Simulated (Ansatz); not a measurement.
Results of the Gaussian-basis code of Ansatz.

`CO[SiH2]S[SiH2]OC` at its PBE0-D4/def2-TZVP geometry, where that method's forces vanish. Total charge 0; spin multiplicity 1.

```
atom   x (Å)   y (Å)   z (Å)
  C1  -0.970  -1.587   1.419
  O2   0.222  -1.045   0.899
 Si3   0.988   0.242   1.572
  S4   2.445   0.941   0.203
 Si5   1.486   0.528  -1.672
  O6   0.086   1.331  -1.922
  C7  -1.181   0.953  -1.437
  H8  -0.781  -2.145   2.343
  H9  -1.713  -0.808   1.627
 H10  -1.384  -2.274   0.679
 H11  -0.031   1.282   1.881
 H12   1.697  -0.120   2.826
 H13   1.262  -0.930  -1.813
 H14   2.452   1.047  -2.664
 H15  -1.335   1.327  -0.420
 H16  -1.305  -0.135  -1.433
 H17  -1.940   1.391  -2.087
```

Task: For each bond, give half the difference of the two atoms' forces along it (eV/Å; positive pushes the atoms apart) under PBE-D4, r2SCAN-D4, B3LYP-D4, ωB97M-V in def2-TZVPP. (Estimate.)

Result: The calculation gave: 
| bond | length (Å) | PBE-D4 | r2SCAN-D4 | B3LYP-D4 | ωB97M-V |
| --- | --- | --- | --- | --- | --- |
| C1–O2 | 1.410 | 0.23 | 0.32 | 0.30 | 0.29 |
| C1–H8 | 1.095 | 0.08 | -0.06 | -0.09 | -0.11 |
| C1–H9 | 1.096 | 0.08 | -0.06 | -0.08 | -0.10 |
| C1–H10 | 1.091 | 0.09 | -0.07 | -0.12 | -0.11 |
| O2–Si3 | 1.642 | 0.29 | -0.02 | 0.06 | 0.07 |
| Si3–S4 | 2.118 | 0.07 | 0.03 | 0.11 | 0.04 |
| Si3–H11 | 1.489 | 0.03 | -0.03 | -0.12 | -0.14 |
| S4–Si5 | 2.146 | 0.05 | 0.04 | 0.14 | 0.05 |
| Si5–O6 | 1.633 | 0.27 | -0.03 | 0.04 | 0.05 |
| Si5–H13 | 1.482 | 0.02 | -0.03 | -0.11 | -0.14 |
| Si5–H14 | 1.478 | 0.05 | -0.04 | -0.17 | -0.17 |
| O6–C7 | 1.408 | 0.22 | 0.30 | 0.29 | 0.27 |
| C7–H15 | 1.095 | 0.08 | -0.05 | -0.10 | -0.10 |
| C7–H16 | 1.095 | 0.08 | -0.05 | -0.08 | -0.09 |

B3LYP here is the variant with VWN-RPA as its local correlation; programs differ in this.
